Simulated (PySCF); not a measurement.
Pb(H)(SH) (H₂PbS), SMILES [SH][PbH] (connectivity only; charge and spin as stated), neutral, multiplicity 1.

The structure is a stationary point at PBE0-D3(BJ)/def2-TZVP. The def2 effective core potentials stand for the cores of Pb; spin–orbit coupling is left out.

All values below come from IEF-PCM-B3LYP/def2-SVP in PySCF 2.14.0.

The values are the electrostatic part of the solvation free energy, E(continuum) − E(gas) at the gas-phase geometry, in a cavity of scaled van der Waals radii (PySCF's table); cavitation and dispersion terms are not included. A continuum can't describe solvent molecules that bind to the metal. In vacuum the orbital gap is 3.92 eV. The dipole moment in vacuum is 2.52 D.

```json
[
 {"solvent": "water", "ε": "78.36", "ΔG(elec) (kcal/mol)": "-5.2", "dipole (D)": "3.95", "gap (eV)": "4.20"},
 {"solvent": "cyclohexanone", "ε": "15.62", "ΔG(elec) (kcal/mol)": "-4.7", "dipole (D)": "3.81", "gap (eV)": "4.17"},
 {"solvent": "toluene", "ε": "2.37", "ΔG(elec) (kcal/mol)": "-2.2", "dipole (D)": "3.11", "gap (eV)": "4.04"}
]
```
